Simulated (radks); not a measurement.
All-electron atom: the holmium ion Ho+ in [Xe] 4f10 5d1 6s1 (not the ground configuration).

Method: scalar-relativistic Kohn-Sham, SCAN, spin-polarised, spherical densities, finite nucleus; open shells are filled with parallel spins first (spin-orbit coupling, left out, can overturn this in heavy ions); meta-GGA in the generalised Kohn-Sham scheme; Fermi nuclear charge, rms radius 5.2022 fm; computed with a radial shooting solver on a logarithmic mesh with Libxc functionals.

Energy parts (eV):
total: -343321.24
kinetic: 371256.26
electron-nucleus: -840475.98
Hartree: 133274.31
exchange-correlation: -7375.83

Orbitals (lengths in bohr, moments of r in powers of bohr; r(90%) holds 90 % of the orbital's charge):
\begin{tabular}{lrrr}
orbital & occ. & eigenvalue (eV) & r(90%) \\ \hline
1s up & 1 & -55579.28 & 0.0376 \\
1s down & 1 & -55579.26 & 0.0376 \\
2s up & 1 & -9330.956 & 0.136 \\
2s down & 1 & -9330.836 & 0.136 \\
2p up & 3 & -8263.815 & 0.127 \\
2p down & 3 & -8263.720 & 0.127 \\
3s up & 1 & -2106.072 & 0.337 \\
3s down & 1 & -2104.020 & 0.336 \\
3p up & 3 & -1777.709 & 0.342 \\
3p down & 3 & -1775.580 & 0.342 \\
3d up & 5 & -1360.893 & 0.324 \\
3d down & 5 & -1359.147 & 0.323 \\
4s up & 1 & -433.2737 & 0.743 \\
4s down & 1 & -428.7493 & 0.744 \\
4p up & 3 & -324.5183 & 0.797 \\
4p down & 3 & -320.0364 & 0.799 \\
4d up & 5 & -177.3005 & 0.892 \\
4d down & 5 & -172.7715 & 0.895 \\
5s up & 1 & -62.1773 & 1.82 \\
5s down & 1 & -61.1267 & 1.83 \\
5p up & 3 & -36.4762 & 2.20 \\
5p down & 3 & -35.3781 & 2.17 \\
4f up & 7 & -17.4748 & 1.34 \\
4f down & 3 & -13.0465 & 1.39 \\
6s up & 1 & -10.5490 & 4.93 \\
5d up & 1 & -8.8161 & 3.96 \\
\end{tabular}

The highest occupied level is 5d up at -8.816 eV. The spin density at the nucleus is 53.79 e/bohr^3 (1s 0.19, 2s -1.34, 3s -17.05, 4s 7.38, 5s 14.62, 6s 49.99). The density falls to 0.001 e/bohr^3 at r = 4.47 bohr. Spin moment in Bohr magnetons: 6. The electron density at the nucleus is 8.47e+05 e/bohr^3 (large components only).

Empty levels of this run are not shown, since the potential may be unsettled where no density lies.
